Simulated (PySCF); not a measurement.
Structure problem from calculated spectra and properties.

Formula: C6H13PSi.

| Quantity | Value |
| --- | --- |
| Valence photoelectron | vertical ionisation energy: 8.38 eV [ΔSCF PBE0/def2-SVPD] |
| 13C NMR | chemical shifts (computed TMS as zero) by class: 147.7 (1 C), 142.3 (1 C), 23.7 (2 C), 4.4 (2 C) ppm [GIAO HF/pcSseg-1] |
| Polarisability | 124.6 au [PBE0/def2-SVPD] |
| Rotational structure | rotational constants A, B, C: 3.025, 0.870, 0.738 GHz [PBE0-D3(BJ)/def2-SVP] |
| 1H NMR | chemical shifts (computed TMS as zero) by class: 6.25 (1 H), 6.13 (1 H), 6.08 (1 H), 3.71 (2 H), 1.31 (4 H), 0.69 (4 H) ppm [GIAO HF/pcSseg-1] |
| NMR, other nuclei | isotropic shieldings of nuclei other than C and H, by class: 426 (1 Si), 403 (1 P) ppm [GIAO HF/pcSseg-1] |
| XPS | Si2p3/2 106.1, P2p3/2 135.7, C1s 290.0 (×2), C1s 290.2 (×2), C1s 290.2, C1s 290.2, Si1s 1845.9, P1s 2149.3 eV [ΔSCF SCAN, pcX-2 on the ionised atom, pcseg-1 elsewhere, spin-free X2C, 2p3/2 from a spin–orbit splitting computed afterwards within the 2p shell] |

Gas-phase values; electronic properties from PySCF, density fitting. Levels stand in brackets. NMR shifts are as computed; neighbouring signals can stand in another order in a measured spectrum. One conformer (not necessarily the lowest) at the PBE0-D3(BJ)/def2-SVP geometry, without solvent, vibrations or thermal averaging. NMR classes are plain means over equivalent atoms (diastereotopic ones count apart unless rotation or inversion swaps them), as if these changed places fast.

**Question.** Propose a structure and show how it fits.

**Answer.** Numbering: `[CH2:1]=[CH:2][P:3]1[CH2:4][CH2:5][SiH2:6][CH2:7][CH2:8]1`. 6 carbons fall into 4 classes; from least to most shielded: alkene CH carbon [C2] (147.7 ppm), terminal =CH2 carbon [C1] (142.3 ppm), ring sp3 carbon bound to phosphorus [C4/C8] (23.7 ppm, 2 C), ring sp3 carbon bound to silicon [C5/C7] (4.4 ppm, 2 C). Hydrogen classes from least to most shielded: 1 H on a terminal =CH2 carbon, C1 (6.25 ppm), 1 H on an alkene CH carbon, C2 (6.13 ppm), 1 H on a terminal =CH2 carbon, C1 (6.08 ppm), 2 H on an SiH2 silicon, Si6 (3.71 ppm), 4 H on 2 like atoms (sp3 carbon bound to phosphorus), C4/C8 (1.31 ppm), 4 H on 2 like atoms (sp3 carbon bound to silicon), C5/C7 (0.69 ppm). The other shieldings belong to: 426 ppm, SiH2 silicon [Si6]; 403 ppm, phosphine phosphorus [P3]. The core levels belong to: Si2p3/2 106.1 eV, SiH2 silicon [Si6]; P2p3/2 135.7 eV, phosphine phosphorus [P3]; C1s 290.0 eV, sp3 carbon bound to silicon [C5/C7]; C1s 290.2 eV, sp3 carbon bound to phosphorus [C4/C8]; C1s 290.2 eV, alkene CH carbon [C2]; C1s 290.2 eV, terminal =CH2 carbon [C1]; Si1s 1845.9 eV, SiH2 silicon [Si6]; P1s 2149.3 eV, phosphine phosphorus [P3]. The first electron is taken from the HOMO, whose largest Löwdin shares are 0.59 on the phosphine phosphorus, 0.10 on each of 2 atoms of one kind (sp3 carbon bound to phosphorus) and 0.09 on the alkene CH carbon. By its constants the optimised geometry is an asymmetric top. Structure: `C=CP1CC[SiH2]CC1`. Computed isomers that give other values at the same levels: `CC#CP(C)[SiH](C)C` (rotational constant A: 1.922 GHz; this holds for the one conformer computed); `[H]/P=C(\C=C)[Si](C)(C)C` (rotational constant A: 1.464 GHz; this holds for the one conformer computed); `C/C([SiH3])=P/C1CCC1` (rotational constant A: 2.475 GHz; this holds for the one conformer computed). The assignments are read from this structure; whether some other isomer fits the data as well wasn't checked.
